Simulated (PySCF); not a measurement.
# Pb(II) with different ligands

Computed with PySCF 2.14.0, r2SCAN, def2-SVP on the ligands, density fitting, scalar-relativistic core potentials, no spin-orbit coupling, vacuum. The metal has def2-SVP with ECP60. Each complex is relaxed within the symmetry of a template of the same shape. Distances are means of the shortest metal–ligand contacts, charges and spins Mulliken's; removal energies are rigid, with the ligand's formal charge and no counterpoise, so too large; for an anion taken off a cation in vacuum most of it is the attraction of opposite charges, and multiply charged cations can part far more cheaply with an electron moved from ligand to metal. Ligands: NC cyanide bound by N.

Order these by the energy to remove one first-named ligand, lowest first.
A. [Pb(CCH)]+
B. [Pb(NH2)]+
C. [Pb(NC)]+
D. [Pb(OH)]+

C (13.84), A (15.75), D (18.03), B (18.34).

What else do they give?


```csv
complex,point group,M–first ligand (Å),charge on M (e),HOMO–LUMO gap (eV),removal of one first-named ligand (eV),unstable modes (below −25 cm⁻¹)
[Pb(CCH)]+,C∞v,2.169,1.09,3.27,15.75,not given
[Pb(NC)]+,C∞v,2.124,1.32,2.06,13.84,not given
[Pb(NH2)]+,C2v,2.092,1.08,2.84,18.34,not given
[Pb(OH)]+,nearly C8v,1.995,1.24,4.43,18.03,not given
```

One start shape was tried for each, so a minimum needn't be the lowest isomer.
